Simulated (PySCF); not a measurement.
A structure optimised at r2SCAN-D4/def2-TZVPD, used in a PySCF frequency run:

```xyz
3

Be     0.0000     0.0000    -1.9613
H      0.0000     0.0000    -3.2897
I      0.0000     0.0000     0.2101
```
Charge 0, spin multiplicity 1.

Task: Write its SMILES, formula and point group.

Result: [BeH][I], BeHI, C∞v

Task: What are its rotational constants (standard atomic weights)?

Result: 9.9204 GHz (linear rotor, B only)
